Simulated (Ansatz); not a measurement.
```xyz
8

B    -0.958    0.365    0.758
Cl   -0.615   -1.335   -0.136
B     0.965   -0.367   -0.749
Cl    0.206    1.400   -0.418
H    -2.089    0.687    0.591
H    -0.459    0.327    1.837
H     1.841   -0.548    0.034
H     1.109   -0.530   -1.917
```

The species carries charge 0 and has multiplicity 1.

List the PBE/def2-TZVPP orbital energies in eV (the Gaussian-basis code of Ansatz). (An estimate is asked.)

Ansatz gave: Occupied: -2740.16, -2740.16, -250.73, -250.73, -191.37, -191.37, -191.36, -191.36, -191.20, -191.20, -178.34, -178.34, -22.49, -21.16, -13.64, -13.17, -10.77, -10.71, -10.26, -9.42, -8.82, -8.41, -8.24, -7.12. Lowest empty: -1.47, -1.01, 0.28, 0.56, 1.06, 2.09, 2.19, 2.22.
